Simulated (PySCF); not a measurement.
## Cost of excited-state runs on `[se]1nc2ccc(Br)cc2n1`, C6H3BrN2Se

Geometry (Å), atoms numbered from 1 in this order:
```xyz
13

Br    3.071   -1.008   -0.103
C     1.285   -0.410   -0.054
C     1.059    1.005   -0.124
C    -0.206    1.516   -0.093
C    -1.316    0.622    0.010
N    -2.584    0.998    0.049
Se   -3.550   -0.487    0.177
N    -2.150   -1.581    0.173
C    -1.073   -0.817    0.079
C     0.266   -1.314    0.045
H     1.923    1.668   -0.202
H    -0.392    2.589   -0.145
H     0.442   -2.389    0.097
```

PySCF with density fitting, on 1 thread of an AMD EPYC 9R14, shared host. Command: `OMP_NUM_THREADS=1 python excited_run.py task.json out`

Question: How long does each of these runs take, and how much memory?
- first hyperpolarisability, CAM-B3LYP/aug-cc-pVDZ; writes grids
- excited states, CAM-B3LYP/aug-cc-pVDZ; Tamm-Dancoff; spin-orbit couplings; 6 states; 5 triplets; quadratic response for 4 states; writes grids
- excited states, CAM-B3LYP/aug-cc-pVDZ; two-photon moments; 8 states; quadratic response for 6 states; 0 triplets

Answer: 
```tsv
run	level	basis functions	wall time	peak memory (GiB)
first hyperpolarisability	CAM-B3LYP/aug-cc-pVDZ	283	81 s	1.3
excited states	CAM-B3LYP/aug-cc-pVDZ	283	90 s	1.3
excited states	CAM-B3LYP/aug-cc-pVDZ	283	94 s	1.3
```
Times from a shared host are rough.
